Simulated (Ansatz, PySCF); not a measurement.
BH7OSi2, SMILES OB([SiH3])[SiH3]. Atoms are numbered in the order given.

```xyz
11

B     -0.3711    -0.3381     0.0652
O     -1.3517    -1.2552     0.2415
H     -2.1738    -1.0597    -0.2316
Si    -0.6337     1.3204    -1.1043
H      0.3816     1.3675    -2.2011
H     -0.4799     2.5687    -0.2951
H     -1.9975     1.3411    -1.7324
Si     1.4034    -0.6707     1.0151
H      1.7544     0.5088     1.8683
H      2.4974    -0.8104     0.0018
H      1.3992    -1.8926     1.8759
```

The structure is a stationary point at B3LYP-D3(BJ)/def2-SVP. The structure was generated by enumeration, and PubChem lists no compound with its InChIKey, so it may never have been made. One conformer was computed; it need not be the lowest.

Two levels are set side by side: PBE-D3(BJ)/def2-SVP (Ansatz, a first-principles code) and B3LYP-D3(BJ)/def2-SVP (Ansatz). Each level has its own optimised geometry; the coordinates shown are those of the second. Frequencies come from the Hessian of PySCF at each geometry. Differences are taken from unrounded values.

```tsv
quantity	B3LYP-D3(BJ)
mean bond length (Å)	1.539
bond B1–O2 (Å)	1.354
bond B1–Si4 (Å)	2.046
bond B1–Si8 (Å)	2.040
bond O2–H3 (Å)	0.969
bond Si4–H5 (Å)	1.495
bond Si4–H6 (Å)	1.496
bond Si4–H7 (Å)	1.502
bond Si8–H9 (Å)	1.497
bond Si8–H10 (Å)	1.498
bond Si8–H11 (Å)	1.495
highest harmonic wavenumber (cm⁻¹)	3780
mean harmonic wavenumber (cm⁻¹)	1103
zero-point energy (kcal/mol)	42.57
```

What does PBE-D3(BJ) give, and how far is it from B3LYP-D3(BJ)? (An estimate is asked for; the answer gives what the named calculation found.)


| quantity | PBE-D3(BJ) | PBE-D3(BJ) minus B3LYP-D3(BJ) |
|---|---|---|
| mean bond length (Å) | 1.549 | 0.010 |
| bond B1–O2 (Å) | 1.363 | 0.008 |
| bond B1–Si4 (Å) | 2.048 | 0.001 |
| bond B1–Si8 (Å) | 2.041 | 0.001 |
| bond O2–H3 (Å) | 0.978 | 0.009 |
| bond Si4–H5 (Å) | 1.508 | 0.013 |
| bond Si4–H6 (Å) | 1.508 | 0.013 |
| bond Si4–H7 (Å) | 1.515 | 0.013 |
| bond Si8–H9 (Å) | 1.510 | 0.013 |
| bond Si8–H10 (Å) | 1.510 | 0.013 |
| bond Si8–H11 (Å) | 1.507 | 0.013 |
| highest harmonic wavenumber (cm⁻¹) | 3660 | -120 |
| mean harmonic wavenumber (cm⁻¹) | 1067 | -36 |
| zero-point energy (kcal/mol) | 41.19 | -1.38 |

Exact exchange shortens and stiffens bonds; PBE has none. Differences between two approximate levels are no errors against the true value.
